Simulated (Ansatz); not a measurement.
Problem. Name a neutral molecule of Al, C, N, O and H with HOMO–LUMO gap (PBE0/def2-TZVPP) between 5.55 and 5.85 eV and size of the dipole moment (PBE/def2-TZVPP) between 1.80 and 2.10 D (Ansatz, PBE0-D4/def2-TZVP geometry).

Solution. `N=C(O)[NH][AlH2]` (5.70 eV, 1.85 D). Other molecules can fit too; these were computed, each in one conformer that needn't be the lowest.
